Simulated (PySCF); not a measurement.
# Structure and largest two-photon cross section among the few lowest singlets (linear parallel light, single beam, Lorentzian half width 0.1 eV, states within 0.08 eV summed)

The calculation used TDDFT CAM-B3LYP/aug-cc-pVDZ excited states, vertical, gas phase (PySCF 2.14.0). Geometry: PBE0-D3(BJ)/def2-SVP.

Each molecule in one low-energy conformer.

The calculation is non-relativistic, which matters for the atoms heavier than Zn.

How does the largest two-photon cross section among the few lowest singlets (linear parallel light, single beam, Lorentzian half width 0.1 eV, states within 0.08 eV summed) change along this series?
- CC(=O)c1cccc(O)c1 (H on C replaced by OH)
- CC(=O)c1cccc(Br)c1 (H on C replaced by Br)
- CC(=O)c1cccc(F)c1 (H on C replaced by F)


| molecule | S1 (eV) | f(S1) | largest σ (GM) | at photon λ (nm) |
| --- | --- | --- | --- | --- |
| CC(=O)c1cccc(O)c1 | 3.97 | 0.000 | 1.5 | 464 |
| CC(=O)c1cccc(Br)c1 | 3.96 | 0.000 | 3.1 | 404 |
| CC(=O)c1cccc(F)c1 | 3.95 | 0.000 | 1.5 | 454 |

The largest two-photon cross section among the few lowest singlets (linear parallel light, single beam, Lorentzian half width 0.1 eV, states within 0.08 eV summed) is lowest for CC(=O)c1cccc(O)c1 and highest for CC(=O)c1cccc(Br)c1.
